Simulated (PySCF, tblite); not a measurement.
Isomers of C5H11Cl2FSi, one GFN2-xTB conformer each. Single-point energies are computed at PBE0/pcSseg-1 (PySCF, gas phase, no added dispersion term), electronic only.

```tsv
SMILES	GFN2-xTB relative energy (kJ/mol)
CC[C@](C)(CF)[SiH](Cl)Cl	0.0
C[SiH2][C@@](F)(Cl)CCCCl	248.8
```

Conformers: `[CH3:1][CH2:2][C@:3]([CH3:4])([CH2:5][F:6])[SiH:7]([Cl:8])[Cl:9]` with C1–C2–C3–C4 51°, C2–C3–C5–F6 -66°, C2–C3–Si7–Cl8 178°; `[CH3:1][SiH2:2][C@@:3]([F:4])([Cl:5])[CH2:6][CH2:7][CH2:8][Cl:9]` with C1–Si2–C3–F4 -51°, Si2–C3–C6–C7 -179°, C3–C6–C7–C8 -173°, C6–C7–C8–Cl9 -63°.

What does PBE0/pcSseg-1 give for the same structures?

| SMILES | PBE0/pcSseg-1 E (Eh) | PBE0/pcSseg-1 (kJ/mol) | GFN2-xTB (kJ/mol) | point group |
| --- | --- | --- | --- | --- |
| CC[C@](C)(CF)[SiH](Cl)Cl | -1506.15605 | 0.0 | 0.0 | C1 |
| C[SiH2][C@@](F)(Cl)CCCCl | -1506.05960 | 253.2 | 248.8 | C1 |

Both levels put the same isomer lowest. 

Which frontier levels, dipoles and rotational constants go with these structures?

| SMILES | HOMO (eV, PBE0/pcSseg-1) | LUMO (eV) | dipole (D) | A, B, C (MHz) |
| --- | --- | --- | --- | --- |
| CC[C@](C)(CF)[SiH](Cl)Cl | -8.30 | 0.58 | 2.39 | 1177, 764.6, 575.4 |
| C[SiH2][C@@](F)(Cl)CCCCl | -8.09 | 0.34 | 1.89 | 1824, 425.5, 410.3 |

What happens when harmonic zero-point energies from GFN2-xTB frequencies are added?

```csv
SMILES,ZPE (kJ/mol),electronic (kJ/mol),with ZPE (kJ/mol)
CC[C@](C)(CF)[SiH](Cl)Cl,401.0,0.0,0.0
C[SiH2][C@@](F)(Cl)CCCCl,384.7,253.2,237.0
```

The zero-point energies span 16.3 kJ/mol. The order is unchanged.
